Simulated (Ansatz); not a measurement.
# Redistribution: C4H9Br + CH3I → C4H9I + CH3Br

Species: C4H9Br (2-bromo-2-methylpropane) `CC(C)(C)Br`, singlet; CH3I (methyl iodide) `CI`, singlet; C4H9I (tert-butyl iodide) `CC(C)(C)I`, singlet; CH3Br (bromomethane) `CBr`, singlet. The partners trade Br for I; both sit on C, so the bond types are kept.

Shapes, held fixed at every level: PBE0-D4/def2-TZVP. Programs: Ansatz 0.2.0. The zero-point and thermal change to 298 K, harmonic and unscaled (PBE0-D4/def2-TZVP), is +0.6 kJ/mol.

(1) Estimate the reaction enthalpy at 298 K.

Answers

(1) From tabulated heats of formation (Active Thermochemical Tables, CRC Handbook of Chemistry and Physics), ΔH(298 K) = +9.0 kJ/mol. All levels lie within 4 kJ/mol, near the uncertainty of the heats themselves, so they can't be ranked here. The heats of C4H9Br, C4H9I come from older tables and can be uncertain by 10 kJ/mol or more. For atoms past krypton def2 sets carry core potentials with scalar relativity. Relativity is left out for Br unless named. Correlated rows may include outer-core shells of Br, I, which these sets cover unevenly.

| level | kind | ΔH (kJ/mol) | computed − measured |
| --- | --- | --- | --- |
| HF/def2-SVP | Hartree–Fock | +11.7 | +2.8 |
| SPW92/def2-TZVPP | LDA | +8.9 | -0.1 |
| r2SCAN-D4/def2-TZVPP | meta-GGA | +9.4 | +0.5 |
| PBE0-D4/def2-TZVPP | global hybrid | +8.2 | -0.8 |
| wB97M-V/def2-TZVPP | range-separated hybrid | +9.9 | +0.9 |
| MP2/def2-SVP | perturbation theory | +7.2 | -1.8 |
| MP2/def2-TZVPP | perturbation theory | +5.2 | -3.7 |
| CCSD(T)/def2-TZVPP | coupled cluster or CI | +7.7 | -1.2 |
